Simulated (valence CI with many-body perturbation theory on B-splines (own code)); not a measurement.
## Level structure of La50+

Method: relativistic CI+MBPT: five valence electrons over a frozen Dirac-Fock core [He], a basis of 11 s, 11 p, 10 d, 8 f, 5 g, 2 h functions for each j, with the one-electron correlation potential Σ1, the two-electron term Σ2, the three-electron term Σ3, Breit, model QED; selected CI, second order for the rest, scaled by the run's own slope (own B-spline code, finite nucleus).

No measured spectrum was set against this ion. As an estimate, large intervals hold to a few tenths of a per cent, small ones and those within an open d or f shell to about a per cent. Among the levels kept, up to 7200 cm⁻¹ of a level comes from second order outside the variational space, and about a tenth of that is noise between levels of different J, which matters for small intervals.

Levels 136 to 180 of 197, with energies above the lowest level, (2s^2 2p1/2^2 2p3/2) J=3/2. "Leading %" is the weight of the configuration and term that name the level; weights of strongly mixed levels are sums over their largest components and can fall short. In the jj column 3d3/2^4 stands for four electrons in 3d with j = 3/2. Lifetimes count E1, E2, E3, M1 and M2 decay at the calculated energies, and are blank where another channel may lead or the interval is too uncertain; long ones can be off by a factor of two.

```tsv
No.	Configuration	Term	J	E (× 10³ cm⁻¹)	Leading %	Lifetime	Second component	g	Leading jj
136	2s2p³3p	⁴P	3/2	52005	32	16.7 fs	24 % 2s2p³3p ⁴D	1.406	2s 2p1/2 2p3/2^2 3p3/2 (99 %)
137	2s2p³3d	⁴G°	7/2	52019	34	5.53 fs	29 % 2s2p³3d ⁶D°	1.243	2s 2p1/2 2p3/2^2 3d3/2 (89 %)
138	2s2p³3p	⁴P	5/2	52050	48	10.4 fs	14 % 2s2p³3p ⁴F	1.346	2s 2p1/2 2p3/2^2 3p3/2 (89 %)
139	2s2p³3p	²P	1/2	52108	70	74.7 fs	17 % 2s2p³3p ⁴D	0.735	2s 2p1/2 2p3/2^2 3p3/2 (98 %)
140	2s2p³3p	⁴P	3/2	52138	34	16.1 fs	19 % 2s2p³3p ²P	1.331	2s 2p1/2 2p3/2^2 3p3/2 (98 %)
141	2s2p³3d	⁶D°	9/2	52158	46	3.77 ps	43 % 2s2p³3d ⁴G°	1.339	2s 2p1/2 2p3/2^2 3d5/2 (94 %)
142	2s2p³3p	²F	7/2	52169	78	9.25 fs	14 % 2s2p³3p ⁴F	1.175	2s 2p1/2 2p3/2^2 3p3/2 (98 %)
143	2s2p³3p	²P	1/2	52197	41	5.97 fs	20 % 2s2p³3p ²S	1.364	2s 2p1/2 2p3/2^2 3p3/2 (91 %)
144	2s2p³3d	⁴D°	7/2	52201	52	45.2 fs	17 % 2s2p³3d ⁶D°	1.319	2s 2p1/2 2p3/2^2 3d5/2 (90 %)
145	2s2p³3p	²D	5/2	52211	44	54.9 fs	16 % 2s2p³3p ⁴D	1.276	2s 2p1/2 2p3/2^2 3p3/2 (98 %)
146	2s2p³3p	²D	3/2	52250	36	12.9 fs	20 % 2s2p³3p ²P	1.263	2s 2p1/2 2p3/2^2 3p3/2 (96 %)
147	2s2p³3d	²G°	9/2	52257	42	885 fs	30 % 2s2p³3d ⁴F°	1.185	2s 2p1/2 2p3/2^2 3d3/2 (90 %)
148	2s2p³3p	²D	5/2	52261	46	124 fs	22 % 2s2p³3p ⁴D	1.247	2s 2p1/2 2p3/2^2 3p3/2 (95 %)
149	2s2p³3d	⁴F°	7/2	52307	42	2.39 fs	39 % 2s2p³3d ⁴D°	1.282	2s 2p1/2 2p3/2^2 3d3/2 (91 %)
150	2s2p³3d	⁴P°	5/2	52312	43	1.93 fs	28 % 2s2p³3d ⁴D°	1.389	2s 2p1/2 2p3/2^2 3d3/2 (85 %)
151	2s2p³3d	⁴D°	1/2	52341	60	4.33 fs	16 % 2s2p³3d ²P°	0.733	2s 2p1/2 2p3/2^2 3d5/2 (92 %)
152	2s2p³3d	⁴S°	3/2	52349	33	1.49 fs	29 % 2s2p³3d ⁴P°	1.571	2s 2p1/2 2p3/2^2 3d3/2 (88 %)
153	2s2p³3p	²D	3/2	52374	28	15.4 fs	13 % 2p⁴3s ²P	1.109	2s 2p1/2 2p3/2^2 3p3/2 (76 %)
154	2s2p³3p	²P	1/2	52389	63	20.9 fs	30 % 2s2p³3p ⁴P	1.344	2s 2p1/2 2p3/2^2 3p3/2 (98 %)
155	2s2p³3d	⁴D°	5/2	52429	62	1.79 fs	9 % 2s2p³3d ²F°	1.249	2s 2p1/2 2p3/2^2 3d5/2 (81 %)
156	2s2p³3d	⁴D°	3/2	52430	39	2.03 fs	22 % 2s2p³3d ⁴P°	1.227	2s 2p1/2 2p3/2^2 3d5/2 (79 %)
157	2p⁴3s	⁴P	5/2	52452	59	29.7 fs	24 % 2p⁴3s ²D	1.440	2p1/2^2 2p3/2^2 3s (83 %)
158	2s2p³3d	⁴G°	11/2	52463	100	4.17 ps		1.257	2s 2p1/2 2p3/2^2 3d5/2 (100 %)
159	2s2p³3d	⁴F°	9/2	52488	59	949 fs	39 % 2s2p³3d ²G°	1.229	2s 2p1/2 2p3/2^2 3d5/2 (95 %)
160	2p⁴3s	²P	3/2	52539	38	13.2 fs	22 % 2p⁴3s ²D	1.165	2p1/2^2 2p3/2^2 3s (69 %)
161	2s2p³3d	²S°	1/2	52595	49	3.66 fs	25 % 2s2p³3d ⁴P°	1.696	2s 2p1/2 2p3/2^2 3d5/2 (89 %)
162	2s2p³3d	⁴F°	3/2	52608	59	4.91 fs	13 % 2s2p³3d ²D°	0.669	2s 2p1/2 2p3/2^2 3d3/2 (87 %)
163	2s2p³3d	²F°	7/2	52663	39	3.57 fs	30 % 2s2p³3d ²G°	1.111	2s 2p1/2 2p3/2^2 3d5/2 (74 %)
164	2s2p³3d	²P°	3/2	52674	48	2.48 fs	18 % 2s2p³3d ⁴S°	1.312	2s 2p1/2 2p3/2^2 3d5/2 (78 %)
165	2s2p³3d	²D°	5/2	52681	33	5.14 fs	15 % 2s2p³3d ²F°	1.078	2s 2p1/2 2p3/2^2 3d3/2 (52 %)
166	2s2p³3d	⁴D°	1/2	52724	53	3.60 fs	27 % 2s2p³3d ²P°	0.538	2s 2p1/2 2p3/2^2 3d3/2 (90 %)
167	2s2p³3d	²D°	3/2	52737	40	9.08 fs	29 % 2s2p³3d ⁴D°	0.911	2s 2p1/2 2p3/2^2 3d3/2 (82 %)
168	2s2p³3d	²D°	5/2	52753	31	3.51 fs	20 % 2s2p³3d ⁴G°	1.064	2s 2p1/2 2p3/2^2 3d3/2 (65 %)
169	2s2p³3d	²G°	7/2	52797	51	10.2 fs	33 % 2s2p³3d ²F°	1.008	2s 2p1/2 2p3/2^2 3d3/2 (80 %)
170	2s2p³3d	⁴F°	5/2	52835	37	3.86 fs	14 % 2s2p³3d ⁴D°	1.081	2s 2p1/2 2p3/2^2 3d3/2 (53 %)
171	2s2p³3d	²F°	5/2	52844	18	1.73 fs	7 % 2s2p³3d ²D°	1.099	2s 2p1/2 2p3/2^2 3d3/2 (65 %)
172	2p⁴3s	²S	1/2	52844	56	21.1 fs	24 % 2p⁴3s ⁴P	1.965	2p1/2^2 2p3/2^2 3s (90 %)
173	2s2p³3d	²P°	3/2	52885	25	1.90 fs	25 % 2s2p³3d ²D°	1.220	2s 2p1/2 2p3/2^2 3d3/2 (70 %)
174	2s2p³3d	²P°	1/2	52916	47	1.46 fs	39 % 2s2p³3d ⁴D°	0.503	2s 2p1/2 2p3/2^2 3d3/2 (86 %)
175	2s2p³3d	²D°	5/2	52917	31	3.70 fs	28 % 2s2p³3d ⁴P°	1.280	2s 2p1/2 2p3/2^2 3d5/2 (70 %)
176	2s2p³3d	⁴D°	3/2	52923	17	1.75 fs	16 % 2s2p³3d ²D°	1.200	2s 2p1/2 2p3/2^2 3d3/2 (72 %)
177	2s2p³3d	⁴D°	7/2	52968	51	21.1 fs	14 % 2s2p³3d ²G°	1.233	2s 2p1/2 2p3/2^2 3d5/2 (98 %)
178	2s2p³3d	²P°	1/2	52991	50	1.43 fs	29 % 2s2p³3d ²S°	1.101	2s 2p1/2 2p3/2^2 3d3/2 (92 %)
179	2p⁴3p	⁴P°	3/2	53002	20	6.58 fs	12 % 2s2p³3d ²D°	1.320	2p1/2^2 2p3/2^2 3p1/2 (59 %)
180	2s2p³3d	⁴D°	5/2	53015	38	4.35 fs	18 % 2s2p³3d ²D°	1.235	2s 2p1/2 2p3/2^2 3d5/2 (97 %)
```

Where two levels of one J and parity lie close, their mixing, g and order are uncertain.
